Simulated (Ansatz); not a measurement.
A run on C₂H₉GaSi (`[CH3][Ga]([CH3])[SiH3]`) with other settings.

```yaml
crystal:
  periodic: [false, false, false]
  atoms:
    - {symbol: C, position_ang: [0.101813, 1.661550, -1.222495]}
    - {symbol: Ga, position_ang: [0.148301, 0.121785, 0.013449]}
    - {symbol: C, position_ang: [1.357902, 0.122179, 1.574120]}
    - {symbol: Si, position_ang: [-1.363495, -1.740356, -0.352137]}
    - {symbol: H, position_ang: [0.215021, 1.326006, -2.256836]}
    - {symbol: H, position_ang: [-0.871177, 2.158459, -1.158409]}
    - {symbol: H, position_ang: [0.878584, 2.395802, -1.002861]}
    - {symbol: H, position_ang: [0.804221, 0.479628, 2.449355]}
    - {symbol: H, position_ang: [1.720658, -0.879877, 1.810362]}
    - {symbol: H, position_ang: [2.210480, 0.788349, 1.427907]}
    - {symbol: H, position_ang: [-1.696235, -1.943536, -1.791699]}
    - {symbol: H, position_ang: [-2.655393, -1.492453, 0.355915]}
    - {symbol: H, position_ang: [-0.830085, -3.032337, 0.168029]}
basis:
  gaussian: {orbitals: def2-TZVPPP, fitting: {mean_field: def2-universal-jkfit}}
hamiltonian: {xc: {name: revPBE0}}
```

```sh
$ ansatz run in.yaml --threads 4 --pin off --events-out ev --progress --plain --max-ram 10444MiB
```

It prints (some lines left out):

```
Error: <dir> can't be read: No such file or directory (os error 2)
```
